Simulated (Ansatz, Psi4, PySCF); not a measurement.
C$_{3}$H$_{7}$O$_{2}$, doublet, geometry from GFN2-xTB, atoms displaced at random by about 0.08 Å a coordinate. Base run: B3LYP/6-31G, gradient in PySCF.

PySCF was given this input:
```python
from pyscf import gto, scf, dft

mol = gto.Mole()
mol.atom = '''
    C     1.84435263    1.09413012    0.19081355
    O     0.61306880    0.63688101    0.33595657
    C     0.18317103   -0.36865083   -0.82649179
    C    -1.39826706   -0.70988865   -0.47077640
    O    -1.88681816   -0.42831749    0.70124234
    H     2.12959130    1.35686091   -0.78877837
    H     2.15276430    1.54780521    0.99111657
    H     2.44473936   -0.11799592    0.40195214
    H     0.74127595   -1.40466800   -0.57827642
    H     0.25830029    0.16130529   -1.66651711
    H    -1.75058207   -1.19320137   -1.16544039
    H    -1.15258002   -0.02435631    1.08654168
'''
mol.basis = '6-31g'
mol.spin = 1
mol.verbose = 3
mol.build()

mf = dft.UKS(mol)
mf.xc = 'b3lyp'
mf.kernel()
g = mf.nuc_grad_method()
grad = g.kernel()
```

Programs used: Ansatz (a program for electronic structure), Psi4, PySCF; a row that names a program was run with it.

The coordinate followed is z of atom 10.

Each row names what was changed in the base input (with any setting that the change needs).

```
change                                                  dE/dx (Eh/bohr)  net force (Eh/bohr)
------------------------------------------------------  ---------------  -------------------
base                                                           0.077644             0.000046
density fitting = on                                           0.077632             0.000046
conv_tol = 1e-6                                                0.077664             0.000046
code = ansatz                                                  0.077645             0.000000
finite difference step (bohr) = 1e-5; conv_tol = 1e-11         0.077640                    -
grids.level = 5; grid_response = on                            0.077645             0.000000
grids.level = 0; grid_response = on                            0.077568             0.000000
grids.level = 1; grid_response = off                           0.077648             0.000171
grids.level = 1; grid_response = on                            0.077685             0.000000
code = psi4                                                    0.077641             0.000029
finite difference step (bohr) = 1e-4; conv_tol = 1e-11         0.077640                    -
finite difference step (bohr) = 0.2; conv_tol = 1e-11          0.083608                    -
```

The net force is zero for an exact gradient.

Open shells are given as the SCF converged; they aren't shown to be the lowest states, and a large step between rows can be another state.
